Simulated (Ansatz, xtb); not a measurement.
**Ranking isomers of C6H3ClO**

5 gas-phase structures of C6H3ClO, from a drawn sample of its isomers (lower ones may exist). Each was relaxed with GFN2-xTB:

A. `C#Cc1ccc(Cl)o1`, a singlet
B. `C#Cc1occc1Cl`, a singlet
C. `C#Cc1ccoc1Cl`, a singlet
D. `C#Cc1cc(Cl)co1`, a singlet
E. `C#Cc1coc(Cl)c1`, a singlet

Q: Make a reasoned guess at their ranking by r2SCAN-D4/def2-SVP single-point energy.

A: Calculated order at r2SCAN-D4/def2-SVP: A (0.0), B (0.5), C (0.8), D (1.1), E (1.1) kcal/mol. Less than 1 kcal/mol parts A and B; B and C; C and D; D and E, so the order within those pairs means little.

Energies above the lowest of each column, in kcal/mol; the last columns are at PBE-D3(BJ)/def2-SVP geometries:

```csv
structure,GFN2-xTB,HF/STO-3G,r2SCAN-D4/def2-SVP,PBE-D3(BJ)/def2-SVP,CCSD(T)/def2-SVP + ΔMP2/def2-TZVPP
A,0.8,0.3,0.0,0.0,0.2
B,0.0,0.1,0.5,0.5,0.3
C,1.2,0.7,0.8,0.9,0.0
D,0.1,0.0,1.1,1.0,0.7
E,1.3,0.4,1.1,1.2,0.2
```

CCSD(T)/def2-SVP + ΔMP2/def2-TZVPP has A and B and C and D and E within 1 kcal/mol of each other at the bottom, and every level picks one of them. CCSD(T)/def2-SVP + ΔMP2/def2-TZVPP orders those it was run on as C (0.0), A (0.2), E (0.2), B (0.3), D (0.7) kcal/mol. Less than 1 kcal/mol parts C and A; A and E; E and B; B and D, so the order within those pairs means little. ΔMP2 is the change of the MP2 energy from the smaller to the larger basis.

Over these structures GFN2-xTB departs from r2SCAN-D4/def2-SVP by 0.6 kcal/mol on average once a common shift is removed. A GFN2-xTB relaxation took about 0.082 s and the r2SCAN-D4/def2-SVP energy about 1.6 s on a shared host (Ansatz 0.2.0, xtb 6.7.1).
